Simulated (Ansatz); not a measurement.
Cost and result for the atomization energy of `[AlH2]/[N]=C\S` (8 atoms, 7 bonds).

Total charge 0; spin multiplicity 1. All single points use the PBE0-D4/def2-TZVP geometry. It is one conformer, not always the lowest. Program: Ansatz. All runs use 2 threads of an Arm Neoverse V1 on a shared host. Times are those of one run each, without the atoms' runs, and a repeat can differ threefold. Electronic energies, without spin–orbit coupling; frozen cores. CCSD(T)/CBS adds CCSD(T) − MP2 in def2-TZVPP to the MP2 limit, and its time is that of the two runs behind it. T1 = 0.015. B3LYP takes the VWN-RPA correlation (the form of Gaussian; ORCA's B3LYP/G). HSE06 is the plane-wave form, built on full-range PBE exchange.

CCSD(T)/CBS is a level of theory with its own doubt, some kJ/mol a heavy atom from the limit and from the frozen cores, so smaller differences don't rank the functionals.

```tsv
level	functions	wall time
CCSD(T)/def2-SVP	84	2.3 s
BLYP-D4/def2-TZVPP	202	2.4 s
PBE-D4/def2-TZVPP (with forces)	202	2.9 s
BHLYP-D4/def2-TZVPP	202	3.4 s
HSE06-D4/def2-TZVPP	202	3.5 s
CAM-B3LYP-D4/def2-TZVPP	202	3.6 s
B3LYP-D4/def2-TZVPP (with forces)	202	4.9 s
B2PLYP/def2-TZVPP	202	6 s
B97M-V/def2-TZVPP	202	11 s
ωB97M-V/def2-TZVPP (with forces)	202	12 s
MP2/def2-QZVPP	374	18 s
CCSD(T)/def2-TZVPP	202	56 s
CCSD(T)/CBS(def2)	–	74 s
```

**Question.** What atomization energy does each give, and how far from CCSD(T)/CBS? (Best estimate.)

**Answer.** Computed: 
```csv
level,atomization (kcal/mol),difference from CCSD(T)/CBS,per bond
CCSD(T)/def2-SVP,583.8,-42.4,-6.1
BLYP-D4/def2-TZVPP,634.3,8.1,1.2
PBE-D4/def2-TZVPP (with forces),644.4,18.2,2.6
BHLYP-D4/def2-TZVPP,606.1,-20.1,-2.9
HSE06-D4/def2-TZVPP,627.7,1.5,0.2
CAM-B3LYP-D4/def2-TZVPP,630.3,4.1,0.6
B3LYP-D4/def2-TZVPP (with forces),630.6,4.4,0.6
B2PLYP/def2-TZVPP,621.1,-5.1,-0.7
B97M-V/def2-TZVPP,638.8,12.6,1.8
ωB97M-V/def2-TZVPP (with forces),631.3,5.1,0.7
MP2/def2-QZVPP,628.5,2.3,0.3
CCSD(T)/def2-TZVPP,605.7,-20.5,-2.9
CCSD(T)/CBS(def2),626.2,0.0,0.0
```

In def2-TZVPP, CCSD(T) changes the Hartree–Fock value by +178.3 kcal/mol (the triples alone add +12.8 kcal/mol) and MP2 by +188.8 kcal/mol; breaking electron pairs costs correlation energy, which Hartree–Fock lacks. From BLYP to BHLYP (50 % exact exchange), in def2-TZVPP and without D4, the atomization energy moves by −24.7 kcal/mol: exact exchange takes away binding that semilocal exchange gives to molecules. At CCSD(T), def2-SVP lies −42.4 kcal/mol from the extrapolated value and def2-TZVPP −20.5 kcal/mol: correlation converges slowly with the basis, and small sets miss more of it in the bonded molecule than in its fragments.
